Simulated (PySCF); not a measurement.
PySCF job for silicon monosulfide (SSi), SMILES [Si]=S (connectivity only; charge and spin as stated), neutral, multiplicity 1, C-PCM-ωB97X/def2-TZVPD. Geometry optimised at PBE-D3(BJ)/def2-TZVPD.

```python
import numpy as np
from pyscf import gto, scf, dft
from pyscf.solvent import pcm

mol = gto.M(
    atom='''
    Si    0.00000000    0.00000000   -1.04079050
    S     0.00000000    0.00000000    0.91069168
    ''',
    basis='def2-TZVPD',
    charge=0,
    spin=0,
    max_memory=1600,
    verbose=3,
)
mf = dft.RKS(mol, xc='wb97x').density_fit(auxbasis='def2-universal-jkfit')
mf.grids.level = 3
mf.conv_tol = 1e-9
mf.max_cycle = 100
mf.kernel()
res = {}
for name, eps in {'water': 78.355, 'ethylethanoate': 5.9867, 'dimethylsulfoxide': 46.826}.items():
    s = mf.PCM()
    s.with_solvent.method, s.with_solvent.eps, s.with_solvent.lebedev_order = 'C-PCM', eps, 29
    s.kernel(mf.make_rdm1())
    res[name] = (s.e_tot, eps, s.dip_moment(), s.mo_energy, s.converged)
    print(f'{name}: electrostatic solvation free energy {(s.e_tot - mf.e_tot) * 627.509474:.3f} kcal/mol')
```

Output:

```
converged SCF energy = -687.696758019025

WARN: PCM is an experimental feature. It is still in testing.
Features and APIs may be changed in the future.

converged SCF energy = -687.700279243114
Dipole moment(X, Y, Z, Debye):  0.00000,  0.00000, -3.02879
water: electrostatic solvation free energy -2.210 kcal/mol

WARN: PCM is an experimental feature. It is still in testing.
Features and APIs may be changed in the future.

converged SCF energy = -687.699571706857
Dipole moment(X, Y, Z, Debye): -0.00000, -0.00000, -2.82152
ethylethanoate: electrostatic solvation free energy -1.766 kcal/mol

WARN: PCM is an experimental feature. It is still in testing.
Features and APIs may be changed in the future.

converged SCF energy = -687.700237655778
Dipole moment(X, Y, Z, Debye): -0.00000, -0.00000, -3.01649
dimethylsulfoxide: electrostatic solvation free energy -2.184 kcal/mol
```

Self-consistency was reached.
